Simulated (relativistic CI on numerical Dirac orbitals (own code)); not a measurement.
# Energy levels of Ta24+

These numbers are calculated, not measured: Dirac-Coulomb-Breit CI, KLI orbitals optimised for each configuration, QED by a radiative potential, unscaled Slater integrals (own radial code, finite nucleus).

Configuration list (outside the closed core [Ar] 3d10 4s2): 4p6.4d10.4f3, 4p6.4d10.4f2.5s, 4p6.4d9.4f4, 4p6.4d10.4f.5s2, 4p6.4d10.4f2.5p, 4p6.4d10.4f.5s.5p, 4p6.4d10.4f.5p2, 4p6.4d10.4f2.5d, 4p6.4d10.4f.5s.5d, 4p5.4d10.4f4, 4p6.4d10.4f.5p.5d, 4p6.4d9.4f2.5s2, 4p6.4d10.4f2.5f, 4p6.4d10.4f.5d2, 4p6.4d10.4f2.6s, 4p6.4d10.4f2.6p. Levels of other configurations are missing.

The lowest level is 4p6.4d10.4f3 4I°_9/2, with 85 % of that term; Hund's rules for 4p6.4d10.4f3 give 4I° with J = 9/2, in agreement.

| No. | Configuration | Term | J | E (cm⁻¹) | % | Next component (%) | Landé g | jj configuration (%) |
| --- | --- | --- | --- | --- | --- | --- | --- | --- |
| 1 | 4p6.4d10.4f3 | 4I° | 9/2 | 0.0 | 85 | 14 2H° | 0.754 | 4f5/2^3 (81) |
| 2 | 4p6.4d10.4f3 | 4I° | 11/2 | 17570.9 | 95 | 4 2H° | 0.968 | 4f5/2^2 4f7/2 (93) |
| 3 | 4p6.4d10.4f3 | 4I° | 13/2 | 32990.8 | 94 | 5 2K° | 1.096 | 4f5/2 4f7/2^2 (66) |
| 4 | 4p6.4d10.4f3 | 4F° | 3/2 | 36037.5 | 69 | 23 2D° | 0.581 | 4f5/2^3 (74) |
| 5 | 4p6.4d10.4f3 | 2H° | 9/2 | 42769.9 | 41 | 32 2G° | 1.009 | 4f5/2^2 4f7/2 (77) |
| 6 | 4p6.4d10.4f3 | 4I° | 15/2 | 46625.9 | 85 | 14 2K° | 1.177 | 4f5/2 4f7/2^2 (50) |
| 7 | 4p6.4d10.4f3 | 4F° | 5/2 | 47794.1 | 83 | 9 2D° | 1.015 | 4f5/2^2 4f7/2 (66) |
| 8 | 4p6.4d10.4f3 | 4S° | 3/2 | 53029.6 | 67 | 20 2P° | 1.670 | 4f5/2^2 4f7/2 (83) |
| 9 | 4p6.4d10.4f3 | 4F° | 7/2 | 53062.0 | 55 | 39 2G° | 1.084 | 4f5/2^2 4f7/2 (88) |
| 10 | 4p6.4d10.4f3 | 4G° | 5/2 | 56725.1 | 86 | 6 4F° | 0.625 | 4f5/2^2 4f7/2 (47) |
| 11 | 4p6.4d10.4f3 | 4G° | 7/2 | 64310.2 | 62 | 25 4F° | 1.037 | 4f5/2^2 4f7/2 (77) |
| 12 | 4p6.4d10.4f3 | 4F° | 9/2 | 66104.2 | 63 | 27 2H° | 1.185 | 4f5/2 4f7/2^2 (86) |
| 13 | 4p6.4d10.4f3 | 2H° | 11/2 | 68385.4 | 75 | 18 4G° | 1.110 | 4f5/2 4f7/2^2 (72) |
| 14 | 4p6.4d10.4f3 | 2K° | 13/2 | 69167.0 | 91 | 6 4I° | 0.946 | 4f5/2^2 4f7/2 (59) |
| 15 | 4p6.4d10.4f3 | 2G° | 7/2 | 76802.9 | 49 | 30 4G° | 0.987 | 4f5/2 4f7/2^2 (83) |
| 16 | 4p6.4d10.4f3 | 2D° | 3/2 | 77570.8 | 33 | 22 4S° | 1.146 | 4f5/2 4f7/2^2 (64) |
| 17 | 4p6.4d10.4f3 | 4G° | 9/2 | 79756.8 | 86 | 11 2H° | 1.138 | 4f5/2 4f7/2^2 (75) |
| 18 | 4p6.4d10.4f3 | 2K° | 15/2 | 81419.7 | 53 | 34 2L° | 1.038 | 4f5/2^2 4f7/2 (65) |
| 19 | 4p6.4d10.4f3 | 2P° | 1/2 | 81888.0 | 68 | 32 4D° | 0.452 | 4f5/2^2 4f7/2 (84) |
| 20 | 4p6.4d10.4f3 | 2D° | 5/2 | 88389.3 | 64 | 24 4D° | 1.198 | 4f5/2^2 4f7/2 (53) |
| 21 | 4p6.4d10.4f3 | 2H° | 11/2 | 89703.2 | 45 | 42 4G° | 1.144 | 4f5/2^2 4f7/2 (50) |
| 22 | 4p6.4d10.4f3 | 4D° | 3/2 | 94762.5 | 51 | 37 2D° | 1.079 | 4f5/2^2 4f7/2 (69) |
| 23 | 4p6.4d10.4f3 | 2D° | 5/2 | 95164.5 | 56 | 35 4D° | 1.232 | 4f5/2 4f7/2^2 (61) |
| 24 | 4p6.4d10.4f3 | 2G° | 9/2 | 96279.2 | 53 | 25 4F° | 1.122 | 4f7/2^3 (73) |
| 25 | 4p6.4d10.4f3 | 2I° | 11/2 | 99369.3 | 61 | 32 4G° | 1.043 | 4f5/2 4f7/2^2 (62) |
| 26 | 4p6.4d10.4f3 | 4D° | 1/2 | 105727.3 | 68 | 32 2P° | 0.206 | 4f5/2 4f7/2^2 (84) |
| 27 | 4p6.4d10.4f3 | 2L° | 15/2 | 109242.3 | 65 | 33 2K° | 0.985 | 4f5/2 4f7/2^2 (49) |
| 28 | 4p6.4d10.4f3 | 2D° | 3/2 | 109380.2 | 45 | 34 2P° | 1.065 | 4f5/2 4f7/2^2 (51) |
| 29 | 4p6.4d10.4f3 | 2I° | 13/2 | 110339.9 | 96 | 4 2K° | 1.068 | 4f5/2 4f7/2^2 (93) |
| 30 | 4p6.4d10.4f3 | 4D° | 7/2 | 112943.8 | 93 | 6 2F° | 1.406 | 4f5/2 4f7/2^2 (69) |

Energies count from the lowest computed level; ° marks odd parity. Filled j subshells are mostly left out of the jj labels.

The mean weight of the leading LS term, summed over parents, in these 30 levels is 68 %, and that of the leading jj configuration (from the same eigenvectors) 70 %.

At this charge energies of transitions that change n are usually good to better than 1 %, and those within a shell (Δn = 0) to a few per cent. Terms inside the open d or f shell come out 10 to 20 % too wide with unscaled integrals.

Landé's interval rule says that E(J) − E(J−1) = AJ with one A. For the ground term the intervals give A = 3194.7, 2372.3, 1818.0 cm⁻¹ for J = 11/2, 13/2, 15/2; the multiplet is regular.

LS names give the leading component of a level, which can be under half, so a name can repeat, a term be missing and a line seem to break the LS rules.
